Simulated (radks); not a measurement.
Se IV, configuration [Ar] 3d10 4s2 4d1 (not the ground configuration).

All-electron calculation, Dirac Kohn-Sham, PBE, spin-unpolarised, spherical densities, point nucleus; open shells fill j = l - 1/2 first. Program: a radial shooting solver on a logarithmic mesh with Libxc functionals.

Energy parts (hartree):
part                       energy
total                 -2427.20059
kinetic                2485.52709
electron-nucleus      -5816.10603
Hartree                 990.13650
exchange-correlation    -86.75815

Orbitals (lengths in bohr, moments of r in powers of bohr; <r^-3> diverges for s and p1/2; r(90%) holds 90 % of the orbital's charge):
| orbital | occ. | eigenvalue (hartree) | r(90%) | <r^2> | <r^-3> | <1/r> | small-component weight |
|---|---|---|---|---|---|---|---|
| 1s1/2 | 2 | -460.9174 | 0.0788 | 0.002616 | - | 34.56 | 1.52e-02 |
| 2s1/2 | 2 | -60.51497 | 0.303 | 0.04521 | - | 7.686 | 2.98e-03 |
| 2p1/2 | 2 | -54.44318 | 0.276 | 0.03485 | - | 7.651 | 2.97e-03 |
| 2p3/2 | 4 | -52.90788 | 0.281 | 0.03631 | 1178 | 7.415 | 2.91e-03 |
| 3s1/2 | 2 | -9.30940 | 0.855 | 0.3787 | - | 2.500 | 7.06e-04 |
| 3p1/2 | 2 | -7.23118 | 0.890 | 0.3969 | - | 2.380 | 6.55e-04 |
| 3p3/2 | 4 | -7.01499 | 0.906 | 0.4111 | 167.3 | 2.324 | 6.38e-04 |
| 3d3/2 | 4 | -3.43022 | 1.03 | 0.4821 | 20.56 | 2.050 | 5.17e-04 |
| 3d5/2 | 6 | -3.39705 | 1.04 | 0.4885 | 19.92 | 2.035 | 5.12e-04 |
| 4s1/2 | 2 | -1.89255 | 2.37 | 2.975 | - | 0.8197 | 1.22e-04 |
| 4d3/2 | 1 | -0.76995 | 3.91 | 7.777 | 1.394 | 0.4969 | 5.36e-05 |
| 4d5/2 | 0 | -0.76774 | 3.92 | 7.826 | 1.362 | 0.4954 | 5.35e-05 |

The highest occupied level is 4d3/2 at -20.951 eV. The density falls to 0.001 e/bohr^3 at r = 3.75 bohr. Summed over all electrons, <r^2> = 22.09 bohr^2, which gives a Langevin (diamagnetic) susceptibility term of -17.5 x 10^-6 cm^3/mol.
